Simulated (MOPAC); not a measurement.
MOPAC input (PM3):

```
PM3 1SCF GEO-OK AUX(PRECISION=9) THREADS=1
H5BN2O

N     1.26736700 1   -0.55935600 1    0.30026800 1
B     0.00874500 1    0.01775100 1   -0.00501300 1
N    -1.20558000 1   -0.71747000 1    0.12405000 1
O     0.02507400 1    1.33664400 1   -0.43591900 1
H     2.11659000 1   -0.03244900 1    0.20583300 1
H     1.39675200 1   -1.50047800 1    0.62075600 1
H    -2.11099900 1   -0.33779900 1   -0.08392800 1
H    -1.23844400 1   -1.67181500 1    0.43391000 1
H    -0.84072200 1    1.69841700 1   -0.63437500 1
```

From the output:

```
                                                       MOPAC v23.2.5 Linux

          FINAL HEAT OF FORMATION =       -114.35210 KCAL/MOL =    -478.44918 KJ/MOL

          COSMO AREA              =         95.16 SQUARE ANGSTROMS
          COSMO VOLUME            =         76.84 CUBIC ANGSTROMS

          IONIZATION POTENTIAL    =          8.546389 EV
          HOMO LUMO ENERGIES (EV) =         -8.546  2.295
          NO. OF FILLED LEVELS    =         12
          MOLECULAR WEIGHT        =         59.8623         POINT GROUP:  Cs

          MOLECULAR DIMENSIONS (Angstroms)

            Atom       Atom       Distance
            H     7    H     5     4.24849
            H     9    H     6     3.53259
            N     3    N     1     0.00000

          SCF CALCULATIONS        =          1

   ATOM   CHEMICAL          X               Y               Z
  NUMBER   SYMBOL      (ANGSTROMS)     (ANGSTROMS)     (ANGSTROMS)

     1       N          1.26736700  *  -0.55935600  *   0.30026800  *
     2       B          0.00874500  *   0.01775100  *  -0.00501300  *
     3       N         -1.20558000  *  -0.71747000  *   0.12405000  *
     4       O          0.02507400  *   1.33664400  *  -0.43591900  *
     5       H          2.11659000  *  -0.03244900  *   0.20583300  *
     6       H          1.39675200  *  -1.50047800  *   0.62075600  *
     7       H         -2.11099900  *  -0.33779900  *  -0.08392800  *
     8       H         -1.23844400  *  -1.67181500  *   0.43391000  *
     9       H         -0.84072200  *   1.69841700  *  -0.63437500  *

                             CARTESIAN COORDINATES

   1    N        1.267367000    -0.559356000     0.300268000
   2    B        0.008745000     0.017751000    -0.005013000
   3    N       -1.205580000    -0.717470000     0.124050000
   4    O        0.025074000     1.336644000    -0.435919000
   5    H        2.116590000    -0.032449000     0.205833000
   6    H        1.396752000    -1.500478000     0.620756000
   7    H       -2.110999000    -0.337799000    -0.083928000
   8    H       -1.238444000    -1.671815000     0.433910000
   9    H       -0.840722000     1.698417000    -0.634375000

           Empirical Formula: H5 N2 O B  =     9 atoms

      MOLECULAR POINT GROUP   :   Cs

                  EIGENVALUES
 -37.21252 -30.83673 -28.32520 -18.78672 -17.30225 -16.43582 -14.70125 -14.27006
 -13.81461 -12.35979 -10.13413  -8.54639   2.29479   2.85066   2.93237   4.08089
   5.01996   5.46787   6.32049   6.67305   6.96599

              NET ATOMIC CHARGES AND DIPOLE CONTRIBUTIONS

  ATOM NO.   TYPE          CHARGE      No. of ELECS.   s-Pop       p-Pop
    1          N           0.167503        4.8325     1.20598     3.62651
    2          B          -0.308973        3.3090     0.99356     2.31541
    3          N           0.084010        4.9160     1.23776     3.67823
    4          O          -0.255533        6.2555     1.71700     4.53853
    5          H           0.035355        0.9646     0.96465
    6          H           0.027042        0.9730     0.97296
    7          H           0.029095        0.9709     0.97091
    8          H           0.027263        0.9727     0.97274
    9          H           0.194239        0.8058     0.80576
 DIPOLE           X         Y         Z       TOTAL
 POINT-CHG.    -0.211    -1.288     0.403     1.366
 HYBRID        -0.682    -0.161    -0.010     0.700
 SUM           -0.893    -1.449     0.393     1.747

          ATOMIC ORBITAL ELECTRON POPULATIONS

     Atom    s        px        py        pz
    1  N   1.20598   0.98696   1.02041   1.61915
    2  B   0.99356   0.83530   0.73279   0.74732
    3  N   1.23776   0.99213   1.04298   1.64313
    4  O   1.71700   1.37312   1.39102   1.77439
    5  H   0.96465
    6  H   0.97296
    7  H   0.97091
    8  H   0.97274
    9  H   0.80576

 **********************
 *                    *
 * JOB ENDED NORMALLY *
 *                    *
 **********************

 == MOPAC DONE ==
```

The geometry given is a B3LYP-D3(BJ)/def2-TZVP minimum.
